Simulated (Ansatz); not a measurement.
GeI2. Charge 0, multiplicity 3. Geometry PBE-D4/def2-TZVP, that of the neutral singlet; atoms count from 1.

```xyz
3

Ge   -1.048   -0.177   -0.158
I     0.260   -0.121    2.063
I     0.788    0.297   -1.905
```

In the def2 sets I takes a core potential; there is no spin–orbit coupling. At PBE0-D4/def2-TZVP a singlet of charge 0 lies 2.05 eV below the triplet at the same geometry.

Question: Estimate the Mulliken populations from the PBE0/def2-TZVP orbitals of Ansatz.

Answer: 
| atom | charge (e) | spin (α − β) |
| --- | --- | --- |
| Ge1 | 0.24 | 1.34 |
| I2 | -0.12 | 0.33 |
| I3 | -0.12 | 0.33 |
Mulliken values and Mayer orders depend strongly on the basis.

Question: Where does the spin sit?

Answer: Summed by element: Ge 1.34, I 0.66, of 2 unpaired in all. Largest on single atoms: Ge1 1.34, I2 0.33, I3 0.33.

Question: And the Mayer bond orders between bonded heavy atoms (over 0.3)?

Answer: Ge1–I2 1.03 (2.58 Å); Ge1–I3 1.03 (2.58 Å).
